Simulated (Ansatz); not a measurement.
Ansatz (a first-principles code) input (HF/3-21G): The .json file is the Basis Set Exchange's 3-21G.

Ansatz 0.2 input:
```yaml
crystal:
  periodic: [false, false, false]
  atoms:
    - {symbol: B, position_ang: [0.00000000, 0.00000000, 0.74325740]}
    - {symbol: N, position_ang: [-0.00000000, -0.00000000, -0.57635871]}
    - {symbol: H, position_ang: [0.00000000, 0.00000000, 1.90220234]}
    - {symbol: H, position_ang: [-0.00000000, -0.00000000, -1.58397835]}
basis:
  gaussian:
    orbitals: 3-21G.json
hamiltonian:
  xc: {name: HF}
total_charge: 1
magnetization: {spin_polarized: true, initial_magnetization: 1}
phonons: {temperatures: {t_min: 298.15, t_max: 298.15, t_step: 100}}
```

Problem. Which harmonic wavenumbers does it give?

Solution. 533, 577, 829, 833, 1617, 3060, 3699 cm⁻¹ (unscaled; negative means imaginary).
